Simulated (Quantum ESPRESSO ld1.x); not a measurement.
Numerical settings for neutral xenon, [Xe]. Calculated with ld1.x of Quantum ESPRESSO 7.5: scalar-relativistic Kohn-Sham, LDA (Slater exchange, Perdew-Zunger correlation), spin-polarised, spherical densities, point nucleus. With the defaults (dx = 0.008, xmin = -8.0, rmax = 100, beta = 0.2, tr2 = 1e-14) the mesh has 2075 points, the cycle takes 34 iterations, E = -7441.362891 hartree and the 5p up eigenvalue is -0.30828 hartree. The mesh is r = exp(xmin + i dx)/Z up to rmax; beta is the mixing and tr2 the threshold. One setting is changed at a time.

change,mesh points,iterations,change of E (mhartree),change of e(5p) (mhartree)
dx = 0.0125,1329,34,-0.023,0.000
dx = 0.04,415,34,-2.275,+0.001
xmin = -6,1825,28,+6.957,0.000
xmin = -5,1701,28,+111.982,-0.003
rmax = 15,1839,34,0.000,0.000
rmax = 8,1759,33,+0.230,+0.531
beta = 0.8,2075,13,0.000,0.000
beta = 0.5,2075,14,-0.002,0.000
tr2 = 1e-10,2075,23,+0.181,0.000
tr2 = 0.0001,2075,7,+53.148,-1.865
